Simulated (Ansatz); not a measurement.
Reaction (ligand exchange at the Al–C bond): `[CH3][Al]1[CH2][CH2]1` + HI → `[I][Al]1[CH2][CH2]1` + CH₄

Gas-phase electronic energies from Ansatz, PBE0-D4/def2-TZVP geometries. CCSD(T)/CBS adds triple-zeta CCSD(T) − MP2 to the extrapolated MP2 energy (def2 sets, frozen cores). This one scheme is used for every species. DFT in def2-TZVPP. Elements past krypton have def2 core potentials. For I outer-core shells are correlated without core-valence functions, which leaves a few kJ/mol of doubt a bond.

`[CH3][Al]1[CH2][CH2]1`:

Z-matrix (Å, degrees):
```
C
Al 1 1.943
H 1 1.092 2 111.9
H 1 1.092 2 111.7 3 -122.3
H 1 1.095 2 109.4 3 119.0
C 2 1.905 1 155.2 3 154.7
C 2 1.905 1 155.4 3 -29.0
H 6 1.089 2 122.7 1 73.8
H 6 1.089 2 122.4 1 -77.8
H 7 1.089 2 122.4 1 -73.7
H 7 1.089 2 122.7 1 77.8
```

HI:

Z-matrix (Å, degrees):
```
I
H 1 1.610
```

`[I][Al]1[CH2][CH2]1`:

Z-matrix (Å, degrees):
```
C
Al 1 1.893
C 1 1.605 2 64.9
H 1 1.089 2 122.4 3 -104.0
H 1 1.089 2 122.4 3 104.0
I 2 2.448 1 154.9 3 180.0
H 3 1.089 1 114.4 2 -116.0
H 3 1.089 1 114.3 2 115.9
```

CH₄:

Cartesian coordinates in Å:
```
C 0.000 0.000 0.000
H 0.148 -0.709 0.814
H -1.062 0.067 -0.235
H 0.546 -0.339 -0.880
H 0.368 0.980 0.301
```

CCSD(T)/CBS gives -159.5 kJ/mol.

Question: Another level gave -158.4 kJ/mol. Which?
A. PBE/def2-TZVPP
B. r2SCANh/def2-TZVPP
C. LDA (SPW92)/def2-TZVPP
D. HF/def2-TZVPP

Answer: B. r2SCANh -158.4, PBE -150.1, HF/def2-TZVPP -166.4, LDA (SPW92) -142.7 kJ/mol.

Largest T1 diagnostic among the species: 0.010.

From PBE to PBE0 (25 % exact exchange), in def2-TZVPP and without D4, ΔE moves by −4.4 kJ/mol. Leaving LDA and LC-ωPBE aside and taking each functional with its dispersion term where it has one, the values, not all of them listed here, spread over 12.7 kJ/mol, from PBE-QIDH to BLYP-D4. LDA lies +7.4 kJ/mol from PBE without D4. At CCSD(T), def2-SVP lies +3.8 kJ/mol from the extrapolated value and def2-TZVPP +3.5 kJ/mol.
